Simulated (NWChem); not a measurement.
Species: formamidinium (CH5N2 cation); SMILES NC=[NH2+]

```xyz
8

N     -1.1744     0.0000     0.1820
C      0.0000     0.0000    -0.4179
N      1.1744     0.0000     0.1820
H     -1.2857     0.0000     1.2019
H     -2.0327     0.0000    -0.3766
H      0.0000     0.0000    -1.5215
H      1.2857     0.0000     1.2019
H      2.0327     0.0000    -0.3766
```
Atoms are numbered in this order, from 1.

Results from NWChem. Pople sets run with spherical d functions. STO-3G and 3-21G are far too small for this property and stand as cheap habits. Structure relaxed at the PBE-D3(BJ)/def2-SVP level. Field at 589 nm.

Task: Among these, which level gives the lowest value of “isotropic polarisability (bohr³)”?
(A) B3LYP/STO-3G
(B) B3LYP/def2-SVP
(C) B3LYP/def2-SVPD
(D) B3LYP/6-31G*

Result: A, B3LYP/STO-3G. Values: B3LYP/STO-3G 15.0; B3LYP/6-31G* 22.4; B3LYP/def2-SVP 23.1; B3LYP/def2-SVPD 27.8
